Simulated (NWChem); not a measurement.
System: BaClF; SMILES [F][Ba][Cl]

Here is an NWChem input.

```
start job
memory heap 200 mb stack 900 mb global 1100 mb
geometry units angstroms noautoz
  Ba    -0.167195    -0.336137     0.000000
  F      1.667632    -1.599123     0.000000
  Cl    -0.018110     2.434617     0.000000
end
basis spherical
  * library def2-svp
end
ecp
  Ba library def2-ecp
end
dft
  xc xpbe96 cpbe96
  iterations 150
  vectors input atomic output neutral.movecs
end
task dft energy
charge 1
dft
  odft
  mult 2
  vectors input atomic output cation.movecs
end
task dft energy
```

Excerpt of the output:

```
             Northwest Computational Chemistry Package (NWChem) 7.3.0
             --------------------------------------------------------

 CS  symmetry detected

                             Geometry "geometry" -> ""
                             -------------------------

 Output coordinates in angstroms (scale by  1.889725989 to convert to a.u.)

  No.       Tag          Charge          X              Y              Z
 ---- ---------------- ---------- -------------- -------------- --------------
    1 Ba                  56.0000    -0.31336354    -0.38169077     0.00000000
    2 F                    9.0000     1.23765915    -1.98045666     0.00000000
    3 Cl                  17.0000     0.37702506     2.30581135     0.00000000

 Effective nuclear repulsion energy (a.u.)     319.8097243947

      Symmetry information
      --------------------

 Group name             Cs
 Group number              2
 Group order               2
 No. of unique centers     3

 Summary of "ao basis" -> "ao basis" (spherical)
 ------------------------------------------------------------------------------
       Tag                 Description            Shells   Functions and Types
 ---------------- ------------------------------  ------  ---------------------
 Ba                         def2-svp                 9       23   4s3p2d
 F                          def2-svp                 6       14   3s2p1d
 Cl                         def2-svp                 8       18   4s3p1d

      Symmetry analysis of basis
      --------------------------

        a'         39
        a"         16

            General Information
            -------------------
          SCF calculation type: DFT
          Wavefunction type:  closed shell.
          No. of atoms     :     3
          No. of electrons :    36
           Alpha electrons :    18
            Beta electrons :    18
          Charge           :     0
          Spin multiplicity:     1
          Use of symmetry is: on ; symmetry adaption is: on
          Maximum number of iterations: 150
          AO basis - number of functions:    55
                     number of shells:    23
          Convergence on energy requested:  1.00D-06
          Convergence on density requested:  1.00D-05
          Convergence on gradient requested:  5.00D-04

              XC Information
              --------------
          PerdewBurkeErnzerhof Exchange Functional  1.000
            Perdew 1991 LDA Correlation Functional  1.000 local
           PerdewBurkeErnz. Correlation Functional  1.000 non-local

             Grid Information
             ----------------
          Grid used for XC integration:  medium
          Radial quadrature: Mura-Knowles
          Angular quadrature: Lebedev.
          Tag              B.-S. Rad. Rad. Pts. Rad. Cut. Ang. Pts.
          ---              ---------- --------- --------- ---------
          Ba                  2.15      123          12.0       590
          F                   0.50       49          11.0       434
          Cl                  1.00       88          11.0       590
          Grid pruning is: on
          Number of quadrature shells:   260
          Spatial weights used:  Erf1

      Superposition of Atomic Density Guess
      -------------------------------------

 Sum of atomic energies:        -586.10001033

      Non-variational initial energy
      ------------------------------

 Total energy =    -583.517128
 1-e energy   =    -958.373747
 2-e energy   =     302.535246
 HOMO         =      -0.457302
 LUMO         =      -0.119636

      Symmetry analysis of molecular orbitals - initial
      -------------------------------------------------

  Numbering of irreducible representations:

     1 a'          2 a"

  Orbital symmetries:

     1 a'          2 a'          3 a'          4 a'          5 a'
     6 a"          7 a'          8 a'          9 a'         10 a'
    11 a"         12 a'         13 a'         14 a"         15 a'
    16 a'         17 a"         18 a'         19 a'         20 a"
    21 a'         22 a'         23 a"         24 a'         25 a"
    26 a'         27 a'         28 a'

   convergence    iter        energy       DeltaE   RMS-Dens  Diis-err
 ---------------- ----- ----------------- --------- --------- ---------
 d= 0,ls=0.0,diis     1   -585.0267209207 -6.57D+02  7.94D-02  1.06D+00
 d= 0,ls=0.0,diis     2   -577.4053418707  7.62D+00  6.90D-02  4.54D+01
 d= 0,ls=0.0,diis     3   -585.1218760885 -7.72D+00  1.74D-02  3.37D-01
 d= 0,ls=0.0,diis     4   -585.1388857441 -1.70D-02  6.76D-03  2.80D-01
 d= 0,ls=0.0,diis     5   -585.1738746140 -3.50D-02  1.61D-03  1.26D-02
  Resetting Diis
 d= 0,ls=0.0,diis     6   -585.1754613481 -1.59D-03  2.72D-04  1.50D-04
 d= 0,ls=0.0,diis     7   -585.1754865623 -2.52D-05  1.18D-04  1.81D-05
 d= 0,ls=0.0,diis     8   -585.1754815216  5.04D-06  8.77D-05  7.74D-05
 d= 0,ls=0.0,diis     9   -585.1754883493 -6.83D-06  2.50D-05  3.75D-06
 d= 0,ls=0.0,diis    10   -585.1754887930 -4.44D-07  3.49D-06  7.00D-08

         Total DFT energy =     -585.175488792954
      One electron energy =     -963.526640727831
           Coulomb energy =      348.299320299335
    Exchange-Corr. energy =      -42.269541667368
 Nuclear repulsion energy =       72.321373302911

 Numeric. integr. density =       36.000001448183

                  Occupations of the irreducible representations
                  ----------------------------------------------

                     irrep           alpha         beta
                     --------     --------     --------
                     a'               14.0         14.0
                     a"                4.0          4.0

                       DFT Final Molecular Orbital Analysis
                       ------------------------------------

[...]
```

Level: PBE/def2-SVP with def2 effective core potentials on Ba, vertical spin-unrestricted ions. All runs use the structure optimised with PBE0/def2-SVP. Not confirmed as a minimum by frequencies. def2 effective core potentials on Ba; no spin-orbit coupling.
